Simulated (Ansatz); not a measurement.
Computed with Ansatz on PBE0-D4/def2-TZVP structures; ΔE is electronic, products minus reactants. CBS: MP2 limit from def2 TZ/QZ plus the TZ coupled-cluster correction, frozen cores. This one scheme is used for every species. DFT in def2-TZVPP. B3LYP here is the variant with VWN-RPA as its local correlation; programs differ in this. HSE06 is defined as in plane-wave codes. For Se outer-core shells are correlated without core-valence functions, which leaves a few kJ/mol of doubt a bond. Scalar relativity is left out up to krypton. Each species was taken in one conformer, which may not be the lowest.

Consider the cleavage of the Si–Al bond: `[AlH2][SiH2]P` + H₂Se → `P[SiH2][SeH]` + `[AlH3]`.

`[AlH2][SiH2]P`:

Cartesian coordinates in Å:
```
Al 1.492 0.286 -1.321
Si 0.201 0.070 0.755
P -1.738 -1.026 0.327
H 1.757 -1.003 -2.210
H 2.057 1.691 -1.802
H -0.029 1.371 1.446
H 0.943 -0.805 1.713
H -2.385 -0.621 1.525
H -2.298 0.037 -0.433
```

H₂Se:

Cartesian coordinates in Å:
```
Se 0.067 -0.330 -0.596
H 0.716 -0.436 0.716
H -0.783 0.766 -0.120
```

`P[SiH2][SeH]`:

```xyz
8

P     1.020   -0.438   -1.601
Si   -0.348    0.553   -0.119
Se   -0.355   -0.628    1.834
H     2.073   -0.589   -0.660
H     0.491   -1.733   -1.356
H    -1.713    0.611   -0.703
H     0.129    1.941    0.108
H    -1.298    0.283    2.498
```

`[AlH3]`:

Cartesian coordinates in Å:
```
Al 0.000 0.000 0.000
H -1.349 -0.829 -0.092
H 0.883 -0.065 1.316
H 0.466 0.894 -1.224
```

```tsv
level	ΔE (kJ/mol)	difference from CCSD(T)/CBS
LDA (SPW92)	-42.5	13.8
PBE-D4	-43.8	12.5
revPBE-D4	-46.8	9.5
BLYP-D4	-51.9	4.4
r2SCAN-D4	-51.7	4.6
B97M-V	-57.9	-1.6
PBE0-D4	-47.7	8.6
B3LYP-D4	-54.0	2.3
r2SCANh-D4	-52.6	3.7
r2SCAN0-D4	-53.9	2.4
HSE06-D4	-47.6	8.7
BHLYP-D4	-58.8	-2.5
CAM-B3LYP-D4	-55.0	1.3
ωB97X-V	-53.9	2.4
ωB97M-V	-59.4	-3.1
B2PLYP	-55.2	1.1
PBE-QIDH	-54.7	1.6
PBE	-41.5	14.8
BLYP	-46.6	9.7
r2SCAN	-51.4	4.9
PBE0	-45.8	10.5
B3LYP	-50.1	6.2
r2SCANh	-52.3	4.0
r2SCAN0	-53.5	2.8
BHLYP	-55.6	0.7
CAM-B3LYP	-53.1	3.2
LC-ωPBE	-50.1	6.2
RPA@PBE/def2-TZVPP	-49.4	6.9
HF/def2-SVP	-54.4	1.9
MP2/def2-SVP	-56.0	0.3
CCSD/def2-SVP	-45.0	11.3
CCSD(T)/def2-SVP	-44.9	11.4
HF/def2-TZVPP	-60.8	-4.5
MP2/def2-TZVPP	-63.6	-7.3
CCSD/def2-TZVPP	-51.5	4.8
HF/def2-QZVPP	-61.1	-4.8
MP2/def2-QZVPP	-66.6	-10.3
SCS-MP2/def2-QZVPP	-64.0	-7.7
MP2/CBS(def2)	-68.6	-12.3
CCSD/CBS(def2)	-56.6	-0.3
CCSD(T)/CBS	-56.3	0
```

Largest T1 diagnostic among the species: 0.014.

The D4 term adds −3.9 kJ/mol with B3LYP and −1.9 kJ/mol with PBE0; it sums over pairs of atoms, weighted by their polarisabilities, and B3LYP, whose exchange is more repulsive, gets the larger term. At CCSD(T), def2-SVP lies +11.4 kJ/mol from the extrapolated value and def2-TZVPP +5.1 kJ/mol. Leaving LDA and LC-ωPBE aside and taking each functional with its dispersion term where it has one, the values spread over 15.6 kJ/mol, from ωB97M-V to PBE-D4.
